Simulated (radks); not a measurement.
The tin anion Sn4-, [Xe], held by a Watson sphere: a shell of charge +4 at radius R that stands for the Madelung well of a crystal (potential energy -4/R inside, -4/r outside, in hartree with lengths in bohr). Method: scalar-relativistic Kohn-Sham, LDA (Slater exchange, Perdew-Wang correlation), spin-polarised, spherical densities, point nucleus; computed with a radial shooting solver on a logarithmic mesh with Libxc functionals. Response by self-consistent Sternheimer equations with the Hartree and adiabatic LDA kernel, the relativistic mass of each level held fixed and spin-orbit coupling left out. The sphere does not respond.

[
 {"R (bohr)": "2.38", "e(4d) (eV)": "-27.669", "e(5s) (eV)": "-14.841", "e(5p) (eV)": "-7.299", "<r> 5p (bohr)": "2.798", "sum of <r^2> (bohr^2)": "89.80", "X-ray form factor at sin(theta)/lambda = 0.1 1/angstrom": "48.611", "alpha (bohr^3)": "48.76"},
 {"R (bohr)": "2.74", "e(4d) (eV)": "-25.913", "e(5s) (eV)": "-13.515", "e(5p) (eV)": "-6.726", "<r> 5p (bohr)": "2.978", "sum of <r^2> (bohr^2)": "98.01", "X-ray form factor at sin(theta)/lambda = 0.1 1/angstrom": "48.286", "alpha (bohr^3)": "61.59"},
 {"R (bohr)": "3.71", "e(4d) (eV)": "-23.859", "e(5s) (eV)": "-10.852", "e(5p) (eV)": "-5.200", "<r> 5p (bohr)": "3.502", "sum of <r^2> (bohr^2)": "123.9", "X-ray form factor at sin(theta)/lambda = 0.1 1/angstrom": "47.466", "alpha (bohr^3)": "121.3"},
 {"R (bohr)": "3.91", "e(4d) (eV)": "-23.667", "e(5s) (eV)": "-10.458", "e(5p) (eV)": "-4.928", "<r> 5p (bohr)": "3.613", "sum of <r^2> (bohr^2)": "129.8", "X-ray form factor at sin(theta)/lambda = 0.1 1/angstrom": "47.319", "alpha (bohr^3)": "139.5"},
 {"R (bohr)": "3.94", "e(4d) (eV)": "-23.642", "e(5s) (eV)": "-10.402", "e(5p) (eV)": "-4.889", "<r> 5p (bohr)": "3.630", "sum of <r^2> (bohr^2)": "130.7", "X-ray form factor at sin(theta)/lambda = 0.1 1/angstrom": "47.297", "alpha (bohr^3)": "142.4"},
 {"R (bohr)": "4.47", "e(4d) (eV)": "-23.312", "e(5s) (eV)": "-9.579", "e(5p) (eV)": "-4.259", "<r> 5p (bohr)": "3.929", "sum of <r^2> (bohr^2)": "147.5", "X-ray form factor at sin(theta)/lambda = 0.1 1/angstrom": "46.954", "alpha (bohr^3)": "204.3"},
 {"R (bohr)": "5.72", "e(4d) (eV)": "-23.004", "e(5s) (eV)": "-8.512", "e(5p) (eV)": "-3.215", "<r> 5p (bohr)": "4.652", "sum of <r^2> (bohr^2)": "193.4", "X-ray form factor at sin(theta)/lambda = 0.1 1/angstrom": "46.405", "alpha (bohr^3)": "444.2"},
 {"R (bohr)": "5.89", "e(4d) (eV)": "-22.989", "e(5s) (eV)": "-8.433", "e(5p) (eV)": "-3.110", "<r> 5p (bohr)": "4.751", "sum of <r^2> (bohr^2)": "200.4", "X-ray form factor at sin(theta)/lambda = 0.1 1/angstrom": "46.358", "alpha (bohr^3)": "488.7"}
]
